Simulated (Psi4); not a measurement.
HCl3OZr, triplet, geometry from GFN2-xTB (such geometries of metal compounds can be far from the true shape) (the multiplicity is a formal guess) (all electrons, no relativity), with bond 2-1 at 1.25 times its length; HF/3-21G run with Psi4.

The Psi4 input:
```
memory 2 GB

molecule mol {
0 3
  Zr   -0.327492    0.364466   -0.052219
  Cl    2.059578    1.639952   -0.965710
  Cl    0.419074   -0.999974    1.748496
  Cl   -0.122131   -1.861194   -0.868246
  O    -2.010622    1.102674    0.052934
  H    -2.760144    1.697322    0.012243
}

set basis 3-21g
set reference uhf
set scf_type pk
set stability_analysis check

energy('scf')
print_variables()
```

What the program printed (banner, timings and long lists left out):

```
   => Loading Basis Set <=

    Name: 3-21G
    Role: ORBITAL
    Keyword: BASIS

         ---------------------------------------------------------
                                   SCF
               by Justin Turney, Rob Parrish, Andy Simmonett
                          and Daniel G. A. Smith
                              UHF Reference
         ---------------------------------------------------------

  ==> Geometry <==

    Molecular point group: c1
    Full point group: C1

    Geometry (in Angstrom), charge = 0, multiplicity = 3:

       Center              X                  Y                   Z               Mass
    ------------   -----------------  -----------------  -----------------  -----------------
         ZR          -0.412568044952     0.320038042254    -0.020001308557    89.904697700000
         CL           1.974501955048     1.595524042254    -0.933492308557    34.968852682000
         CL           0.333997955048    -1.044401957746     1.780713691443    34.968852682000
         CL          -0.207207044952    -1.905621957746    -0.836028308557    34.968852682000
         O           -2.095698044952     1.058246042254     0.085151691443    15.994914619570
         H           -2.845220044952     1.652894042254     0.044460691443     1.007825032230

  Running in c1 symmetry.

  Rotational constants: A =      0.05061  B =      0.03439  C =      0.03078 [cm^-1]
  Rotational constants: A =   1517.16134  B =   1031.12890  C =    922.88483 [MHz]
  Nuclear repulsion =  723.510745599082497

  Charge       = 0
  Multiplicity = 3
  Electrons    = 100
  Nalpha       = 51
  Nbeta        = 49

  ==> Algorithm <==

  SCF Algorithm Type is PK.
  DIIS enabled.
  MOM disabled.
  Fractional occupation disabled.
  Guess Type is SAD.
  Energy threshold   = 1.00e-06
  Density threshold  = 1.00e-06
  Integral threshold = 1.00e-12

  ==> Primary Basis <==

  Basis Set: 3-21G
    Blend: 3-21G
    Number of shells: 42
    Number of basis functions: 89
    Number of Cartesian functions: 89
    Spherical Harmonics?: false
    Max angular momentum: 2

  ==> Integral Setup <==

  Using in-core PK algorithm.
   Calculation information:
      Number of atoms:                   6
      Number of AO shells:              42
      Number of primitives:             90
      Number of atomic orbitals:        89
      Number of basis functions:        89

      Integral cutoff                 1.00e-12
      Number of threads:                 1

  Performing in-core PK
  Using 16044030 doubles for integral storage.
  We computed 267147 shell quartets total.
  Whereas there are 408156 unique shell quartets.

  ==> DiskJK: Disk-Based J/K Matrices <==

    J tasked:                  Yes
    K tasked:                  Yes
    wK tasked:                  No
    Schwarz Cutoff:          1E-12

  Minimum eigenvalue in the overlap matrix is 1.6019509882E-03.
  Reciprocal condition number of the overlap matrix is 3.0928431989E-04.
    Using symmetric orthogonalization.

  ==> Pre-Iterations <==

  SCF Guess: Superposition of Atomic Densities via on-the-fly atomic UHF (no occupation information).

   -------------------------
    Irrep   Nso     Nmo
   -------------------------
     A         89      89
   -------------------------
    Total      89      89
   -------------------------

  ==> Iterations <==

                        Total Energy        Delta E     RMS |[F,P]|

   @UHF iter SAD: -4966.83020554462473   -4.96683e+03   0.00000e+00
   @UHF iter   1: -4969.17413521946855   -2.34393e+00   6.15872e-03 ADIIS/DIIS
   @UHF iter   2: -4969.25264879437873   -7.85136e-02   4.19687e-03 ADIIS/DIIS
   @UHF iter   3: -4969.30332318813635   -5.06744e-02   5.45429e-04 ADIIS/DIIS
   @UHF iter   4: -4969.30501028135586   -1.68709e-03   1.70667e-04 ADIIS/DIIS
   @UHF iter   5: -4969.30533213861781   -3.21857e-04   6.88124e-05 DIIS
   @UHF iter   6: -4969.30543972456508   -1.07586e-04   3.74353e-05 DIIS
   @UHF iter   7: -4969.30549277469436   -5.30501e-05   2.42418e-05 DIIS
   @UHF iter   8: -4969.30552877688115   -3.60022e-05   1.38532e-05 DIIS
   @UHF iter   9: -4969.30554351380306   -1.47369e-05   5.34772e-06 DIIS
   @UHF iter  10: -4969.30554519654834   -1.68275e-06   2.55758e-06 DIIS
   @UHF iter  11: -4969.30554548368673   -2.87138e-07   1.50076e-06 DIIS
   @UHF iter  12: -4969.30554561923964   -1.35553e-07   7.74778e-07 DIIS
  Energy and wave function converged.

    Wavefunction stable under totally symmetric rotations.
    Lowest totally symmetric eigenvalue: 0.015309
    Lowest UHF->UHF stability eigenvalues:
       A 0.015309

    Stability analysis over.

  ==> Post-Iterations <==

   @Spin Contamination Metric:   1.314208340E-02
   @S^2 Expected:                2.000000000E+00
   @S^2 Observed:                2.013142083E+00
   @S   Expected:                1.000000000E+00
   @S   Observed:                1.000000000E+00

    Orbital Energies [Eh]
    ---------------------

    Alpha Occupied:

[...]
    Alpha Virtual:

[...]
    Beta Occupied:

[...]
      49A     -0.391163

    Beta Virtual:

[...]
      89A    101.476565

    Final Occupation by Irrep:
              A
    DOCC [    49 ]
    SOCC [     2 ]
    NA   [    51 ]
    NB   [    49 ]

  @UHF Final Energy: -4969.30554561923964

   => Energetics <=

    Nuclear Repulsion Energy =            723.5107455990824974
    One-Electron Energy =               -8312.6734317529299005
    Two-Electron Energy =                2619.8571405346074243
    Total Energy =                      -4969.3055456192396377

  UHF NO Occupations:
  HONO-2 :   49  A 1.9947597
  HONO-1 :   50  A 1.0000000
  HONO-0 :   51  A 1.0000000
  LUNO+0 :   52  A 0.0052403
  LUNO+1 :   53  A 0.0002988
  LUNO+2 :   54  A 0.0002846
  LUNO+3 :   55  A 0.0001843

Computation Completed

Properties will be evaluated at   0.000000,   0.000000,   0.000000 [a0]

Properties computed using the SCF density matrix

 Multipole Moments:

 ------------------------------------------------------------------------------------
     Multipole            Electronic (a.u.)      Nuclear  (a.u.)        Total (a.u.)
 ------------------------------------------------------------------------------------

 L = 1.  Multiply by 2.5417464519 to convert [e a0] to [Debye]
 Dipole X            :         -2.1983443           -0.7399175           -2.9382618
 Dipole Y            :          0.2356924           -0.2005260            0.0351665
 Dipole Z            :          0.3770973            0.2190271            0.5961244
 Magnitude           :                                                    2.9983301

 ------------------------------------------------------------------------------------

  Variable Map:
  ----------------------------------------------------------------------------
[...]
  Array Variable Map:
  ----------------------------------------------------------------------------
[...]
[...]
```
